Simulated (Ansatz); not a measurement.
`C#C[SiH2]F` + `[NH2][AlH2]` → `F[SiH2][NH][AlH2]` + `C#C` at 700 K and 1 bar (ligand exchange at the Si–C bond).

Isolated molecules relaxed with PBE0-D4/def2-TZVP in Ansatz; ΔE leaves out vibrations. CCSD(T)/CBS is the MP2 limit (def2-TZVPP, def2-QZVPP) plus CCSD(T) − MP2 in def2-TZVPP, frozen cores. This one scheme is used for every species. Each species was taken in one conformer, which may not be the lowest.

```tsv
species	CCSD(T)/CBS energy (Eh)	H − E (kJ/mol)	S (J/(mol·K))
`C#C[SiH2]F`	-466.78369	159.3	383.1
`[NH2][AlH2]`	-299.14566	147.5	319.0
`F[SiH2][NH][AlH2]`	-688.71689	205.0	444.0
`C#C`	-77.22717	102.1	244.4
```

H − E and S are ideal-gas, rigid-rotor, harmonic terms from PBE0-D4/def2-TZVP, for one conformer and one mirror image of each species. 1 Eh = 2625.50 kJ/mol, R = 8.31446 J/(mol·K).

Problem. By hand: ΔE, ΔH, ΔS and ΔG.

Solution. ΔE = (-688.71689) + (-77.22717) − (-466.78369) − (-299.14566) = -0.01471 Eh = -38.6 kJ/mol. Δ(H − E) = 205.0 + 102.1 − 159.3 − 147.5 = 0.3, so ΔH = -38.3 kJ/mol. ΔS = 444.0 + 244.4 − 383.1 − 319.0 = -13.7 J/(mol·K). ΔG = -38.3 − 700 × (-13.7)/1000 = -28.7 kJ/mol.

Problem. By hand: the equilibrium constant, and the temperature at which ΔG would vanish if ΔH and ΔS stayed fixed.

Solution. log₁₀ K = −ΔG/(RT ln 10) = 2.1. ΔG = 0 at ΔH/ΔS = 2796 K, far beyond where these terms or the molecules hold.

The number of gas molecules stays the same, so ΔS is small and ΔH decides. A doubt of 5 kJ/mol in ΔE shifts log₁₀ K by 0.4 here. Other conformers and mirror images would add mixing entropy, several J/(mol·K) or more a flexible species. These are equilibria of isolated gas molecules and say nothing of rates. Largest T1 diagnostic: 0.013 (customary marks: 0.02 for closed shells, 0.045 for open ones).
